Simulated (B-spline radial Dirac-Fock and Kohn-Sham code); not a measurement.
## Binding energies of Hg²⁺ at several levels of theory

System: mercury as Hg²⁺, configuration [Xe] 4f14 5d10.

The density-functional columns are spherical, spin-unpolarised Dirac-Kohn-Sham results without Breit or QED terms: −ε is minus the orbital energy of the initial state and ΔSCF the difference of two total energies. The reference in the last column comes from Dirac-Fock (average of configuration) total-energy differences with a finite nucleus, the Breit interaction including its frequency dependence, and self-energy and vacuum-polarisation corrections. All numbers are from a radial finite-basis atomic code, in eV; a selection of levels is shown. The Kohn-Sham columns are given as differences from the reference. For the 1s level of heavy atoms much of the gap between ΔSCF and the reference is the Breit and QED part, -454.1 eV here; for other levels the error of the functional can be larger.

```
     level  PBE −ε − DF  PBE ΔSCF − DF  LDA −ε − DF  LDA ΔSCF − DF  Dirac-Fock
    K (1s)       -109.7         +511.9       -175.5         +443.9     83125.1
   L1 (2s)       -159.6          -45.0       -169.3          -54.4     14877.1
L2 (2p1/2)       -110.4          +38.4       -114.9          +34.0     14236.4
L3 (2p3/2)       -132.4           -8.4       -134.9          -10.7     12310.9
   M1 (3s)        -90.3          -56.6        -92.9          -59.0      3597.1
M2 (3p1/2)        -72.4          -36.0        -73.3          -36.8      3311.7
M3 (3p3/2)        -72.6          -40.2        -73.0          -40.4      2880.5
M4 (3d3/2)        -50.8          -11.5        -50.4          -11.1      2414.1
M5 (3d5/2)        -52.5          -14.6        -52.1          -14.2      2323.3
   N1 (4s)        -50.4          -34.8        -51.6          -36.0       836.3
N2 (4p1/2)        -42.7          -27.1        -43.1          -27.6       713.7
N3 (4p3/2)        -42.2          -27.5        -42.8          -28.1       609.0
N4 (4d3/2)        -30.1          -15.6        -30.0          -15.5       408.7
N5 (4d5/2)        -30.0          -15.8        -29.9          -15.7       389.2
N6 (4f5/2)        -12.1           +1.7        -11.5           +2.2       129.2
N7 (4f7/2)        -12.2           +1.4        -11.7           +1.9       125.1
   O1 (5s)        -16.4           -7.7        -15.9           -7.2       153.4
O2 (5p1/2)        -12.6           -4.2        -12.1           -3.7       111.7
O3 (5p3/2)        -12.7           -4.7        -12.4           -4.5       93.58
O4 (5d3/2)         -4.9           +1.9         -4.6           +2.2       34.86
O5 (5d5/2)         -5.0           +1.7         -4.7           +2.0       32.98
```

For the outermost level NIST gives 34.49 ± 0.05 eV (measured); the differences from it are PBE −ε -6.47, PBE ΔSCF +0.21, LDA −ε -6.17, LDA ΔSCF +0.51, Dirac-Fock -1.51 eV.

Values without a named source are computed, but for edge energies of neutral atoms, which are taken from tables.
